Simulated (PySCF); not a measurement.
H3O2, charge +1. Atoms are numbered in the order given.

```xyz
5

O      0.7711    -0.1406     0.0000
O     -0.6583     0.1220     0.0000
H      1.1189     0.7795     0.0000
H     -1.0109    -0.3155     0.8128
H     -1.0109    -0.3155    -0.8128
```
Charge +1, spin multiplicity 1.

Geometry optimised at B3LYP-D3(BJ)/def2-TZVP. The isomer is the one that the SMILES or the coordinates give; other isomers of the formula were not compared.

These are PySCF with TDDFT-PBE/def2-TZVPD values and carry that method's errors.

Vertical excitations. Gas-phase values at a fixed geometry. State labels are in the subgroup Cs.

### Question
List the lowest excited states. (The exact figures need the calculation; the answer reports its results.)

### Answer

```csv
state,symmetry,energy (eV),λ (nm),f,main pairs
S1,A",5.58,222,0.001,HOMO→LUMO 100 %
S2,A',7.47,166,0.021,HOMO−1→LUMO 98 %
S3,A",7.91,157,0.001,HOMO→LUMO+1 100 %
S4,A',9.60,129,0.001,HOMO−1→LUMO+1 98 %
S5,A',9.74,127,0.018,HOMO→LUMO+2 98 %
S6,A",10.10,123,0.019,HOMO→LUMO+3 100 %
S7,A',10.81,115,0.001,HOMO−2→LUMO 99 %
S8,A",11.40,109,0.002,HOMO−1→LUMO+2 100 %
S9,A',11.85,105,0.045,HOMO−1→LUMO+3 96 %
S10,A",12.09,103,0.008,HOMO→LUMO+4 100 %
T1,A",4.18,296,0,HOMO→LUMO 100 %
T2,A',5.80,214,0,HOMO−1→LUMO 99 %
T3,A",7.73,160,0,HOMO→LUMO+1 100 %
T4,A',9.23,134,0,HOMO−1→LUMO+1 98 %
```
Triplets are in the Tamm–Dancoff approximation, which puts them higher than full response would, so one can lie above its singlet here.
